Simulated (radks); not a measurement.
Results of a calculation; reference values are marked as such.
All-electron atom: Yb XXXIII in [Kr] 4d2.

Code: a radial shooting solver on a logarithmic mesh with Libxc functionals. Model: non-relativistic Kohn-Sham, LDA (Slater exchange, Perdew-Wang correlation), spin-unpolarised, spherical densities, point nucleus; relativity is left out, which matters for an element this heavy.

Energy parts (hartree):
| part | energy |
|---|---|
| total | -12837.2344 |
| kinetic | 12833.8211 |
| electron-nucleus | -28673.1546 |
| Hartree | 3224.5202 |
| exchange-correlation | -222.4211 |

Orbitals (lengths in bohr, moments of r in powers of bohr; r(max) is where P^2 peaks):
\begin{tabular}{lrrr}
orbital & occ. & eigenvalue (hartree) & r(max) \\ \hline
1s & 2 & -2130.195 & 0.01437 \\
2s & 2 & -384.2503 & 0.07844 \\
2p & 6 & -369.4780 & 0.06093 \\
3s & 2 & -120.3477 & 0.2156 \\
3p & 6 & -113.6887 & 0.2033 \\
3d & 10 & -101.3786 & 0.1606 \\
4s & 2 & -53.61792 & 0.4607 \\
4p & 6 & -50.77679 & 0.4577 \\
4d & 2 & -45.72450 & 0.4429 \\
5s & 0 & -30.16322 & 0.8312 \\
5p & 0 & -28.82376 & 0.8408 \\
\end{tabular}

The highest occupied level is 4d at -1244.2 eV. The electron density at the nucleus is 2.449e+05 e/bohr^3. Virial ratio -V/T = 2.00027. Summed over all electrons, <r^2> = 3.444 bohr^2, which gives a Langevin (diamagnetic) susceptibility term of -2.73 x 10^-6 cm^3/mol. The density falls to 0.001 e/bohr^3 at r = 1.19 bohr.
